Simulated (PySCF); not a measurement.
C₄H₉FSi, SMILES CC1(F)C[SiH2]C1.

Geometry: PBE0-D3(BJ)/def2-SVP. The structure was generated by enumeration, and PubChem lists no compound with its InChIKey, so it may never have been made.

Method: CAM-B3LYP/def2-TZVP run with PySCF.

Symmetry labels are those of the subgroup Cs that the program uses (full group Cs).

Computed valence orbital energies around the gap with their symmetry:
```csv
orbital,symmetry,energy (eV)
HOMO−7,A",-13.19
HOMO−6,A',-12.16
HOMO−5,A",-12.01
HOMO−4,A',-11.72
HOMO−3,A',-10.84
HOMO−2,A",-10.44
HOMO−1,A',-9.76
HOMO,A",-9.73
LUMO,A",1.21
LUMO+1,A',1.72
LUMO+2,A',2.41
LUMO+3,A',2.47
```
